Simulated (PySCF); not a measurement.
H5P, SMILES [H][P@TB7]([H])([H])([H])[H]. The structure is a stationary point at PBE0-D3(BJ)/def2-TZVPD.

TDDFT-CAM-B3LYP/def2-TZVPD in PySCF 2.14.0 puts the lowest singlet excitations at 4.72, 5.49, 5.49, 7.11, 7.11, 7.40 eV.

Problem. What are the lowest excitation roots from ADC(2)/aug-cc-pVDZ run with PySCF? (Estimate from the structure and the level; the computed values follow.)

Solution. 4.64, 5.74, 5.74, 6.25, 6.34, 6.34 eV. S1 differs by -0.08 eV (second minus first; roots are paired by order, and the bases may differ).
